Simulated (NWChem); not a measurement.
## Basis-set convergence for H6BNO

SMILES: BO.N
```xyz
9

B     -0.5030    -0.1811     0.4398
H     -0.2635    -1.0765     1.2617
H     -1.6801    -0.1472     0.0457
O      0.1215     1.0703     0.7592
H     -0.4383     1.8096     0.4758
N      0.3333    -0.7854    -0.9204
H      0.1850    -0.2182    -1.7685
H      0.0633    -1.7574    -1.1298
H      1.3432    -0.7695    -0.7143
```
Charge 0, spin multiplicity 1.

Everything below was run with NWChem. The geometry was optimised at PBE/def2-SVP, a minimum by its harmonic frequencies. It is one conformer; others weren't searched.

Quantity: first vertical ionisation energy at the level G0W0@PBE.

GW and range-separated runs recompute their integrals, the others keep them in memory, which bears on the times. The structure started from a generated list of species.

Relative cost: rough, from shared machines, SCF included, def2-SVP = 1.

```json
[
 {"basis": "def2-SVP", "functions": "72", "first vertical ionisation energy (eV)": "[?]", "relative cost": "1"},
 {"basis": "def2-SVPD", "functions": "111", "first vertical ionisation energy (eV)": "[?]", "relative cost": "under 3"},
 {"basis": "def2-TZVP", "functions": "129", "first vertical ionisation energy (eV)": "9.13", "relative cost": "3"},
 {"basis": "def2-TZVPD", "functions": "168", "first vertical ionisation energy (eV)": "9.13", "relative cost": "8"},
 {"basis": "def2-TZVPP", "functions": "177", "first vertical ionisation energy (eV)": "[?]", "relative cost": "7"}
]
```

Q: Complete the blanks.

A: 
- def2-SVP, first vertical ionisation energy (eV): 8.63
- def2-SVPD, first vertical ionisation energy (eV): 8.97
- def2-TZVPP, first vertical ionisation energy (eV): 9.21
